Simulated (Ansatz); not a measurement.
An input meant for the cluster Ge3F6 (charge 0, singlet).

```yaml
crystal:
  periodic: [false, false, false]
  atoms:
    - {symbol: Ge, position_ang: [0.591405, -1.435351, -1.506675]}
    - {symbol: Ge, position_ang: [1.686289, 0.881615, 1.166596]}
    - {symbol: Ge, position_ang: [-1.767202, 0.248043, 0.822252]}
    - {symbol: F, position_ang: [-0.845229, -1.243896, -0.150294]}
    - {symbol: F, position_ang: [-2.517925, 0.858656, -0.656909]}
    - {symbol: F, position_ang: [1.833082, -0.547129, -0.204637]}
    - {symbol: F, position_ang: [0.888166, -0.229814, 2.321065]}
    - {symbol: F, position_ang: [-0.092575, 1.352840, 0.483494]}
    - {symbol: F, position_ang: [0.224000, 0.115045, -2.274892]}
basis:
  gaussian: {orbitals: def2-SVP}
hamiltonian: {xc: {name: HF}}
correlation: {method: mp2, frozen_orbitals: {Ge: 9}}
scf: {omitted_lower_state_checks: [starts]}
output: {forces: true}
```

```sh
$ ansatz run in.yaml --threads 4 --pin off --events-out ev --progress --plain --max-ram 6963MiB
```

It prints (some lines left out):

```
Functional definition: HF
Error: "frozen_orbitals" has no count for F
```

Task: Something in this input is off. What?

Result: Frozen orbitals are typed for one element alone, and the program wants a count for each (the count typed has to fit that element's core, too). The program refused the input.
